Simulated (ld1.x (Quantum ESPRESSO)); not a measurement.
**What the settings do to the TM potential of Ag**

Base potential:

ld1.x (Quantum ESPRESSO) 7.5 input, shortened:

```
&input
   title='Ag', zed=47., rel=2, dft='BLYP', iswitch=3,
   config='[Kr] 4d10 5s0.5 5p0.5', rel_dist='average'
 /
 &inputp
   pseudotype=2, tm=.true., lloc=0,
   nlcc=.true., rcore=1.10
 /
3
4P  2  1   6.00   0.00  1.25  1.25  0.0
4D  3  2  10.00   0.00  1.55  1.55  0.0
4S  1  0   2.00   0.00  1.20  1.20  0.0
 &test
   configts(1)='4s2 4p6 4d10 5s0.5 5p0.5'
 /
```

Open shells are filled in proportion to 2j + 1 (rel_dist='average').

Occupied shells without a wave of their own: 5p, 5s. They enter only through the test configuration that unscreens the potential, and ld1.x also counts them in the model core charge.

All-electron outer shells of the reference configuration (BLYP, scalar-relativistic, ld1.x):

| shell | level (eV) | outermost node (bohr) | outermost maximum (bohr) |
| --- | --- | --- | --- |
| 3p | -558.46 | 0.15 | 0.32 |
| 3d | -359.52 | – | 0.27 |
| 4s | -96.01 | 0.44 | 0.82 |
| 4p | -59.51 | 0.44 | 0.87 |
| 4d | -8.38 | 0.43 | 1.04 |
| 5s | -5.19 | 1.11 | 2.46 |
| 5p | -1.28 | 1.25 | 3.67 |

Cutoffs, loose and tight: the cutoffs (Ry, on a coarse ladder) from which the occupation-weighted sum of valence levels, in a spherical-Bessel basis at the reference potential, stays within 10 and 1 mRy of its value at 400 Ry. They do not see the model core or the augmentation charge, which bear on the density cutoff. Test errors are all-electron minus pseudo excitation energies from the reference, over the configurations 4s2 4p6 4d10 5s1 5p0; 4s2 4p6 4d10 5s0 5p0; 4s2 4p6 4d9 5s0 5p0; 4s2 4p6 4d9 5s2 5p0; 4s2 4p6 4d10 5s0.5 5p0; 4s2 4p5 4d10 5s1 5p0; 4s2 4p6 4d7 5s0 5p0. A dash means not determined; rows that change the core or the reference have their own tests.

With those shells counted twice in exchange and correlation these files are broken, and their errors move erratically; no question is asked of them.

Cutoffs are not given where the Bessel-basis levels miss the radial ones by over 6 mRy, ghosts where they miss by over 20 mRy; a channel whose overlap is not positive is not tested.

```csv
change,outcome,bound ghosts,largest test error (meV)
base,"generated, misses its reference levels by 0.35 eV",not determined,-1083
core correction none,"generated, misses its reference levels by 0.35 eV",not determined,-782
core correction a·sin(br)/r model core inside 0.60 bohr,"generated, misses its reference levels by 0.35 eV",not determined,-1085
core correction a·sin(br)/r model core inside 0.70 bohr,"generated, misses its reference levels by 0.35 eV",not determined,-1084
core correction a·sin(br)/r model core inside 0.88 bohr,"generated, misses its reference levels by 0.35 eV",not determined,-1083
core correction a·sin(br)/r model core inside 1.06 bohr,"generated, misses its reference levels by 0.35 eV",not determined,-1083
core correction a·sin(br)/r model core inside 1.22 bohr,"generated, misses its reference levels by 0.35 eV",not determined,-1082
"core correction full core density, not smoothed (it rises at the typed radius of 1.42 bohr, so ld1.x skipped the fit)","generated, misses its reference levels by 0.35 eV",not determined,-1085
```
